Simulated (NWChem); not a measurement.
System: ZnHSeBr; SMILES [SeH][Zn][Br]

NWChem input:

```
start job
memory heap 200 mb stack 900 mb global 1100 mb
geometry units angstroms noautosym nocenter noautoz
  Zn     0.036721     0.092167     0.000170
  Br    -0.146975    -2.141647    -0.000679
  Se     0.237097     2.366820     0.001094
  H     -1.229958     2.506780    -0.008232
end
basis spherical
  * library 6-31g*
end
dft
  xc xcamb88 1.00 lyp 0.81 vwn_5 0.19 hfexch 1.00
  cam 0.33 cam_alpha 0.19 cam_beta 0.46
  iterations 150
end
property
  efieldgrad
end
task dft property
```

Excerpt of the output:

```
             Northwest Computational Chemistry Package (NWChem) 7.3.0
             --------------------------------------------------------

                             Geometry "geometry" -> ""
                             -------------------------

 Output coordinates in angstroms (scale by  1.889725989 to convert to a.u.)

  No.       Tag          Charge          X              Y              Z
 ---- ---------------- ---------- -------------- -------------- --------------
    1 Zn                  30.0000     0.03672100     0.09216700     0.00017000
    2 Br                  35.0000    -0.14697500    -2.14164700    -0.00067900
    3 Se                  34.0000     0.23709700     2.36682000     0.00109400
    4 H                    1.0000    -1.22995800     2.50678000    -0.00823200

 Effective nuclear repulsion energy (a.u.)     645.3623210305

                              NWChem Property Module
                              ----------------------

  itol2e modified to match energy
  convergence criterion.

                                 NWChem DFT Module
                                 -----------------

 Summary of "ao basis" -> "ao basis" (spherical)
 ------------------------------------------------------------------------------
       Tag                 Description            Shells   Functions and Types
 ---------------- ------------------------------  ------  ---------------------
 Zn                          6-31g*                 12       34   5s4p2d1f
 Br                          6-31g*                 12       32   5s4p3d
 Se                          6-31g*                 12       32   5s4p3d
 H                           6-31g*                  2        2   2s

  itol2e modified to match energy
  convergence criterion.

            General Information
            -------------------
          SCF calculation type: DFT
          Wavefunction type:  closed shell.
          No. of atoms     :     4
          No. of electrons :   100
           Alpha electrons :    50
            Beta electrons :    50
          Charge           :     0
          Spin multiplicity:     1
          Use of symmetry is: off; symmetry adaption is: off
          Maximum number of iterations: 150
          AO basis - number of functions:   100
                     number of shells:    38
          Convergence on energy requested:  1.00D-07
          Convergence on density requested:  1.00D-05
          Convergence on gradient requested:  5.00D-04

[...]

          -----------------------
          Electric field gradient
          -----------------------

 1 a.u. = 0.324123 10**(16) esu/cm**3  ( or statvolts/cm**2 ) = 0.97174 10**(22) v/m**2

 ------------------------------------------------------------
   Atom      X         Y         Z
 ------------------------------------------------------------
    1 Zn   0.06939   0.17417   0.00032
 ------------------------------------------------------------

 Electric field gradient in molecular frame (a.u.)
         XX             YY             ZZ             XY             XZ             YZ
 ------------------------------------------------------------------------------------------
       -0.645521       0.984117      -0.338596       0.130712      -0.001968       0.000636

 Principal components (a.u.) and orientation
 of principal axis w.r.t. absolute frame                      Asymmetry parameter eta
 --------------------------------------------------------------------------------------
        0.994535      -0.655952      -0.338584                       0.319112

        0.079447       0.996819      -0.006349
        0.996839      -0.079448       0.000147
        0.000358       0.006340       0.999980

 ------------------------------------------------------------
   Atom      X         Y         Z
 ------------------------------------------------------------
    2 Br  -0.27774  -4.04713  -0.00128
 ------------------------------------------------------------

 Electric field gradient in molecular frame (a.u.)
         XX             YY             ZZ             XY             XZ             YZ
 ------------------------------------------------------------------------------------------
        1.405123      -2.984658       1.579535      -0.357672      -0.001056      -0.001637

 Principal components (a.u.) and orientation
 of principal axis w.r.t. absolute frame                      Asymmetry parameter eta
 --------------------------------------------------------------------------------------
       -3.013610       1.579541       1.434068                       0.048272

        0.080681      -0.006335       0.996720
        0.996740       0.000138      -0.080681
        0.000374       0.999980       0.006326

 ------------------------------------------------------------
   Atom      X         Y         Z
 ------------------------------------------------------------
    3 Se   0.44805   4.47264   0.00207
 ------------------------------------------------------------

 Electric field gradient in molecular frame (a.u.)
         XX             YY             ZZ             XY             XZ             YZ
 ------------------------------------------------------------------------------------------
       -2.965147      -0.876373       3.841521       0.887724      -0.043306       0.006364

 Principal components (a.u.) and orientation
 of principal axis w.r.t. absolute frame                      Asymmetry parameter eta
 --------------------------------------------------------------------------------------
        3.841797      -3.291710      -0.550086                       0.713631

       -0.006342       0.938590       0.344976
        0.000156      -0.344982       0.938609
        0.999980       0.006006       0.002042

 ------------------------------------------------------------
   Atom      X         Y         Z
 ------------------------------------------------------------
    4 H   -2.32428   4.73713  -0.01556
 ------------------------------------------------------------

[...]
```

Level: CAM-B3LYP/6-31G* (spherical d). Geometry: optimised at PBE0/def2-SVP. NWChem prints the field gradient with the sign opposite to the second derivative of the potential.
